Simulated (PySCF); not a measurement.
A structure optimised at PBE-D3(BJ)/def2-SVP, used in a PySCF frequency run:

```
Si
H 1 1.5076
C 1 1.8887 2 110.97
H 3 1.1082 1 110.18 2 178.68
H 3 1.1087 4 108.13 1 121.21
H 3 1.1093 4 108.62 5 116.93
C 1 1.9452 2 112.02 3 -131.37
H 7 1.1140 1 112.82 2 10.46
H 7 1.1158 8 107.43 1 -124.58
N 7 1.4743 8 112.90 9 -126.29
H 10 1.0243 7 118.65 8 58.89
Si 10 1.7393 11 131.37 7 -173.05
F 12 1.6553 10 114.78 11 67.14
H 12 1.5044 13 102.68 10 125.37
```
Charge 0, spin multiplicity 1.

Problem. Write its SMILES and formula.

Solution. C[Si@H]1CN[Si@H]1F, C2H8FNSi2

Problem. What are its rotational constants (standard atomic weights)?

Solution. 3.0637, 1.8028, 1.3566 GHz
